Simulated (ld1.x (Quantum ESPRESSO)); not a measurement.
zirconium: excitation energies, all-electron against RRKJ

ld1.x (Quantum ESPRESSO) 7.5 input, shortened:

```
&input
   title='Zr', zed=40., rel=2, dft='PBE', iswitch=3,
   config='[Kr] 4d2 5s1 5p0', rel_dist='average'
 /
 &inputp
   pseudotype=2, tm=.false., lloc=0,
   nlcc=.true., new_core_ps=.true., rcore=1.05
 /
3
4P  2  1   6.00   0.00  1.95  1.95  0.0
4D  3  2   2.00   0.00  1.90  1.90  0.0
4S  1  0   2.00   0.00  1.88  1.88  0.0
 &test
   configts(1)='4s2 4p6 4d2 5s1 5p0'
 /
```

Open shells are filled in proportion to 2j + 1 (rel_dist='average').

Occupied shells without a wave of their own: 5s. They enter only through the test configuration that unscreens the potential, and ld1.x also counts them in the model core charge.

Energies are relative to the spin-unpolarised reference configuration 4s2 4p6 4d2 5s1 5p0; without spin polarisation the order of configurations can differ from experiment.

ld1.x takes every shell without a wave as core, so the model core holds the 5s electrons as well and exchange and correlation see them twice. This cancels in the reference configuration, but the file is broken for other ones, and its errors say nothing about a proper core correction.

| valence configuration | charge | ΔE all-electron (eV) | error AE − PS (meV) |
| --- | --- | --- | --- |
| 4s2 4p6 4d2 5s2 5p0 | 0 | -7.137 | +714 |
| 4s2 4p6 4d2 5s0 5p0 | +2 | 12.940 | -1448 |
| 4s2 4p6 4d1 5s0 5p0 | +3 | 35.564 | -2081 |
| 4s2 4p6 4d1 5s2 5p1 | 0 | -4.138 | +1135 |
| 4s2 4p6 4d3 5s0 5p0 | +1 | 0.385 | -913 |
| 4s2 4p6 4d2 5s1 5p1 | 0 | -4.098 | +88 |
| 4s2 4p6 4d1 5s2 5p0 | +1 | 0.525 | +1203 |

Levels in the configuration 4s2 4p6 4d2 5s1 5p1:

```tsv
level	all-electron (eV)	pseudo (eV)
4s j=1/2	-55.718	-55.422
4p j=1/2	-34.892	-34.604
4p j=3/2	-33.117	-32.831
4d j=3/2	-4.733	-4.474
4d j=5/2	-4.598	-4.340
5s j=1/2	-5.155	-5.787
5p j=1/2	-2.118	-2.046
5p j=3/2	-2.010	-1.959
```

These tests converged, but a pseudo level misses the all-electron one widely, so the file describes the atom poorly there or has found another state: 4s2 4p6 4d1 5s0 5p0: empty 5s by 2.6 eV.

The potential misses its own reference levels by up to 1.0 eV, so it is not fit for use.
